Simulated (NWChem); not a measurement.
# BH₂SeOCl; SMILES OB(Cl)[SeH]

```xyz
6

B      0.4760     0.5642     0.0000
Cl    -0.6540     1.9323     0.0000
O      1.8057     0.7645     0.0000
H      2.0495     1.6979     0.0000
Se    -0.2642    -1.2310     0.0000
H      1.0572    -1.8774     0.0000
```
Atoms are numbered in this order, from 1.

Program: NWChem. Pople sets run with spherical d functions. All runs use the structure optimised with PBE0/def2-SVP. Vzz is the largest principal value of the second derivative of the potential at the nucleus (NWChem prints the opposite sign); η is the asymmetry. Non-relativistic.

For level Hartree-Fock/def2-TZVP:

| Property | Value |
|---|---|
| Vzz B1 (a.u.) | 0.335 |
| η B1 | 0.51 |
| Vzz Cl2 (a.u.) | 2.226 |
| Vzz O3 (a.u.) | 1.357 |
| Vzz Se5 (a.u.) | 3.890 |

Question: Estimate the same quantities for level PBE/6-31G*.

Answer: The vzz B1 (a.u.) is 0.195, the η B1 comes out as 0.64 and the vzz Cl2 (a.u.) comes out as 2.109. The vzz O3 (a.u.) is 1.233 and the vzz Se5 (a.u.) is -3.450.
